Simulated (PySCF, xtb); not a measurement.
B(F)2(OEt) (C₂H₅BF₂O), SMILES O(B(F)F)CC.

GFN2-xTB (xtb) at its own geometry gives an orbital gap of 7.47 eV and a dipole moment of 3.37 D.

The structure is a stationary point at TPSSh-D3(BJ)/def2-SVP. One conformer was computed; it need not be the lowest.

Problem. What does ωB97X/def2-TZVP (PySCF) give? (An estimate is asked for; the answer gives what the named calculation found.)

Solution. gap 14.57 eV (levels -11.79 and 2.78 eV), dipole 2.53 D.
